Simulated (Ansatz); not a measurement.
Harmonic vibrations of [FeH6]4- (FeH₆⁴⁻) by finite differences.

```yaml
crystal:
  periodic: [false, false, false]
  atoms:
    - {symbol: Fe, position_ang: [0.129168, -0.103739, -0.106910]}
    - {symbol: H, position_ang: [-0.625789, -0.262336, 1.124691]}
    - {symbol: H, position_ang: [-0.313176, -0.392684, -1.492893]}
    - {symbol: H, position_ang: [1.451363, 0.543119, -0.288098]}
    - {symbol: H, position_ang: [-1.184569, 0.493640, -0.276828]}
    - {symbol: H, position_ang: [0.088445, 1.165302, 0.599974]}
    - {symbol: H, position_ang: [0.454558, -1.443312, 0.440074]}
basis:
  gaussian: {orbitals: def2-TZVPD}
total_charge: -4
hamiltonian: {xc: pbe, dispersion: d4}
scf: {omitted_lower_state_checks: [starts]}
phonons: {temperatures: {t_min: 298.15, t_max: 900, t_step: 200}}
```

```sh
$ ansatz run in.yaml --threads 4 --pin off --events-out ev --progress --plain --max-ram 3916MiB
```

Shortened log:

```
Functional definition: PBE
mean field -34453.68411749 eV, -1266.1495377717 hartree, gradient 7.2e-6 eV, S^2 0.000000; 0 other end points of the search recorded, 0 dependent functions left out
mean field -34453.68675582 eV, -1266.1496347286 hartree, gradient 5.2e-6 eV, S^2 0.000000; 0 other end points of the search recorded, 0 dependent functions left out
mean field -34453.68124936 eV, -1266.1494323701 hartree, gradient 4.9e-6 eV, S^2 0.000000; 0 other end points of the search recorded, 0 dependent functions left out
mean field -34453.68178753 eV, -1266.1494521475 hartree, gradient 4.6e-6 eV, S^2 0.000000; 0 other end points of the search recorded, 0 dependent functions left out
mean field -34453.68622044 eV, -1266.1496150539 hartree, gradient 4.7e-6 eV, S^2 0.000000; 0 other end points of the search recorded, 0 dependent functions left out
mean field -34453.68171548 eV, -1266.1494494997 hartree, gradient 4.5e-6 eV, S^2 0.000000; 0 other end points of the search recorded, 0 dependent functions left out
mean field -34453.68629221 eV, -1266.1496176915 hartree, gradient 4.7e-6 eV, S^2 0.000000; 0 other end points of the search recorded, 0 dependent functions left out
mean field -34453.68273639 eV, -1266.1494870174 hartree, gradient 2.0e-6 eV, S^2 0.000000; 0 other end points of the search recorded, 0 dependent functions left out
mean field -34453.68546973 eV, -1266.1495874659 hartree, gradient 2.1e-6 eV, S^2 0.000000; 0 other end points of the search recorded, 0 dependent functions left out
mean field -34453.68405902 eV, -1266.1495356230 hartree, gradient 1.8e-6 eV, S^2 0.000000; 0 other end points of the search recorded, 0 dependent functions left out
mean field -34453.68417263 eV, -1266.1495397983 hartree, gradient 1.8e-6 eV, S^2 0.000000; 0 other end points of the search recorded, 0 dependent functions left out
mean field -34453.68613278 eV, -1266.1496118323 hartree, gradient 3.1e-6 eV, S^2 0.000000; 0 other end points of the search recorded, 0 dependent functions left out
mean field -34453.68203177 eV, -1266.1494611230 hartree, gradient 3.0e-6 eV, S^2 0.000000; 0 other end points of the search recorded, 0 dependent functions left out
mean field -34453.68264151 eV, -1266.1494835305 hartree, gradient 1.7e-6 eV, S^2 0.000000; 0 other end points of the search recorded, 0 dependent functions left out
mean field -34453.68558449 eV, -1266.1495916832 hartree, gradient 1.7e-6 eV, S^2 0.000000; 0 other end points of the search recorded, 0 dependent functions left out
mean field -34453.68389908 eV, -1266.1495297454 hartree, gradient 1.3e-6 eV, S^2 0.000000; 0 other end points of the search recorded, 0 dependent functions left out
mean field -34453.68433710 eV, -1266.1495458425 hartree, gradient 1.3e-6 eV, S^2 0.000000; 0 other end points of the search recorded, 0 dependent functions left out
mean field -34453.68148897 eV, -1266.1494411754 hartree, gradient 2.1e-6 eV, S^2 0.000000; 0 other end points of the search recorded, 0 dependent functions left out
mean field -34453.68667268 eV, -1266.1496316735 hartree, gradient 2.9e-6 eV, S^2 0.000000; 0 other end points of the search recorded, 0 dependent functions left out
mean field -34453.68647260 eV, -1266.1496243206 hartree, gradient 2.9e-6 eV, S^2 0.000000; 0 other end points of the search recorded, 0 dependent functions left out
mean field -34453.68169728 eV, -1266.1494488309 hartree, gradient 3.1e-6 eV, S^2 0.000000; 0 other end points of the search recorded, 0 dependent functions left out
mean field -34453.68593638 eV, -1266.1496046148 hartree, gradient 2.4e-6 eV, S^2 0.000000; 0 other end points of the search recorded, 0 dependent functions left out
mean field -34453.68227969 eV, -1266.1494702340 hartree, gradient 2.4e-6 eV, S^2 0.000000; 0 other end points of the search recorded, 0 dependent functions left out
mean field -34453.68414415 eV, -1266.1495387516 hartree, gradient 2.9e-6 eV, S^2 0.000000; 0 other end points of the search recorded, 0 dependent functions left out
mean field -34453.68409357 eV, -1266.1495368928 hartree, gradient 3.0e-6 eV, S^2 0.000000; 0 other end points of the search recorded, 0 dependent functions left out
mean field -34453.68186149 eV, -1266.1494548655 hartree, gradient 2.8e-6 eV, S^2 0.000000; 0 other end points of the search recorded, 0 dependent functions left out
mean field -34453.68629313 eV, -1266.1496177252 hartree, gradient 3.0e-6 eV, S^2 0.000000; 0 other end points of the search recorded, 0 dependent functions left out
mean field -34453.68519261 eV, -1266.1495772819 hartree, gradient 1.7e-6 eV, S^2 0.000000; 0 other end points of the search recorded, 0 dependent functions left out
mean field -34453.68302379 eV, -1266.1494975793 hartree, gradient 1.6e-6 eV, S^2 0.000000; 0 other end points of the search recorded, 0 dependent functions left out
mean field -34453.68404046 eV, -1266.1495349411 hartree, gradient 1.7e-6 eV, S^2 0.000000; 0 other end points of the search recorded, 0 dependent functions left out
mean field -34453.68419096 eV, -1266.1495404718 hartree, gradient 1.7e-6 eV, S^2 0.000000; 0 other end points of the search recorded, 0 dependent functions left out
mean field -34453.68382736 eV, -1266.1495271098 hartree, gradient 3.1e-6 eV, S^2 0.000000; 0 other end points of the search recorded, 0 dependent functions left out
mean field -34453.68440468 eV, -1266.1495483259 hartree, gradient 1.8e-6 eV, S^2 0.000000; 0 other end points of the search recorded, 0 dependent functions left out
mean field -34453.68618253 eV, -1266.1496136605 hartree, gradient 3.1e-6 eV, S^2 0.000000; 0 other end points of the search recorded, 0 dependent functions left out
mean field -34453.68197788 eV, -1266.1494591425 hartree, gradient 3.0e-6 eV, S^2 0.000000; 0 other end points of the search recorded, 0 dependent functions left out
mean field -34453.68536482 eV, -1266.1495836105 hartree, gradient 2.1e-6 eV, S^2 0.000000; 0 other end points of the search recorded, 0 dependent functions left out
mean field -34453.68284498 eV, -1266.1494910082 hartree, gradient 2.0e-6 eV, S^2 0.000000; 0 other end points of the search recorded, 0 dependent functions left out
mean field -34453.68431944 eV, -1266.1495451933 hartree, gradient 1.6e-6 eV, S^2 0.000000; 0 other end points of the search recorded, 0 dependent functions left out
mean field -34453.68391589 eV, -1266.1495303632 hartree, gradient 1.6e-6 eV, S^2 0.000000; 0 other end points of the search recorded, 0 dependent functions left out
mean field -34453.68156050 eV, -1266.1494438042 hartree, gradient 3.3e-6 eV, S^2 0.000000; 0 other end points of the search recorded, 0 dependent functions left out
mean field -34453.68660613 eV, -1266.1496292279 hartree, gradient 3.3e-6 eV, S^2 0.000000; 0 other end points of the search recorded, 0 dependent functions left out
mean field -34453.68573059 eV, -1266.1495970523 hartree, gradient 2.3e-6 eV, S^2 0.000000; 0 other end points of the search recorded, 0 dependent functions left out
mean field -34453.68249112 eV, -1266.1494780037 hartree, gradient 2.2e-6 eV, S^2 0.000000; 0 other end points of the search recorded, 0 dependent functions left out
Total energy: -34457.39215911 eV, -1266.2858057880 hartree
Atom 0 at     0.129168    -0.103739    -0.106910 Å, force     0.008787    -0.009014    -0.010883 eV/Å
Atom 1 at    -0.625789    -0.262336     1.124691 Å, force    -0.001094     0.002501    -0.000025 eV/Å
Atom 2 at    -0.313176    -0.392684    -1.492893 Å, force    -0.007053     0.002230    -0.004446 eV/Å
Atom 3 at     1.451363     0.543119    -0.288098 Å, force     0.004722     0.008046     0.003255 eV/Å
Atom 4 at    -1.184569     0.493640    -0.276828 Å, force    -0.002179     0.001701     0.002316 eV/Å
Atom 5 at     0.088445     1.165302     0.599974 Å, force    -0.001758     0.000301     0.001391 eV/Å
Atom 6 at     0.454558    -1.443312     0.440074 Å, force    -0.001425    -0.005764     0.008392 eV/Å
Dipole moment:    -0.287367     0.229952     0.236400 e Å
Vibrations: 219.24 241.01 518.21 633.96 670.39 671.93 734.63 736.50 1111.58 1667.23 1880.14 1880.38 1950.53 1952.63 1953.43 cm⁻¹, zero-point energy 1.042819 eV
Checks for a lower state left out: starts
```

It took 21 s on 4 threads of Arm Neoverse V2 on a shared host.

A multiply charged anion in the gas phase is held together partly by the finite basis. The restricted singlet is unstable: a solution with broken spin symmetry lies lower. The geometry of the singlet was relaxed on an unsound state (restricted singlet, unstable towards broken spin symmetry). The order of the spin states hangs on the level: the quintet lies 0.99 eV below the singlet at PBE0-D4/def2-TZVPD, but 0.29 eV above it at PBE-D4/def2-TZVPD. The singlet is doubtful at PBE0-D4/def2-TZVPD (restricted singlet, unstable towards broken spin symmetry). The singlet is doubtful at PBE-D4/def2-TZVPD (restricted singlet, unstable towards broken spin symmetry).
